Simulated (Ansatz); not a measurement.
Consider the hydrogenolysis of the Sn–C bond: `C[O][SnH]([CH3])[OH]` + H₂ → `C[O][SnH2][OH]` + CH₄.

Gas-phase electronic energies from Ansatz, PBE0-D4/def2-TZVP geometries. CCSD(T)/CBS is the MP2 limit (def2-TZVPP, def2-QZVPP) plus CCSD(T) − MP2 in def2-TZVPP, frozen cores. This one scheme is used for every species. Functionals use def2-TZVPP. Elements past krypton have def2 core potentials. For Sn outer-core shells are correlated without core-valence functions, which leaves a few kJ/mol of doubt a bond. One conformer a species, not always the lowest.

CCSD(T)/CBS gives -24.0 kJ/mol.

Another level gave -33.6 kJ/mol. Which?
A. MP2/def2-TZVPP
B. B2PLYP/def2-TZVPP
C. HF/def2-TZVPP
D. CCSD(T)/def2-TZVPP

B. B2PLYP -33.6, CCSD(T)/def2-TZVPP -27.6, MP2/def2-TZVPP -20.2, HF/def2-TZVPP -55.5 kJ/mol.

Largest T1 diagnostic among the species: 0.014.

The D4 term adds +7.8 kJ/mol with B3LYP and +4.4 kJ/mol with PBE0; it sums over pairs of atoms, weighted by their polarisabilities, and B3LYP, whose exchange is more repulsive, gets the larger term. From PBE to PBE0 (25 % exact exchange), in def2-TZVPP and without D4, ΔE moves by −4.1 kJ/mol.

B3LYP here is the variant with VWN-RPA as its local correlation; programs differ in this.
